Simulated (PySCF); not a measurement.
SeSn, SMILES [Se]=[Sn] (connectivity only; charge and spin as stated), neutral, multiplicity 1. Coordinates come from a r2SCAN-D4/def2-TZVP optimisation. The def2 effective core potentials stand for the cores of Sn; spin–orbit coupling is left out.

Method: r2SCAN-D4/def2-TZVP run with PySCF.

Harmonic wavenumbers (cm⁻¹): 335. Rotational constants (GHz): 1.959 (linear); symmetry number 1.

**Question.** Work out the zero-point energy and the ideal-gas rigid-rotor harmonic-oscillator thermochemistry at 298.15 K and 1 atm.

**Answer.** ZPE = ½ Σ hcν = ½ × 335 cm⁻¹ = 2.00 kJ/mol. H − E(el) = 11.67 kJ/mol. Entropy in J/(mol K): translation 174.68, rotation 75.34, vibration 5.18, total 255.20. G − E(el) = -64.42 kJ/mol. Cp = 35.82 J/(mol K).
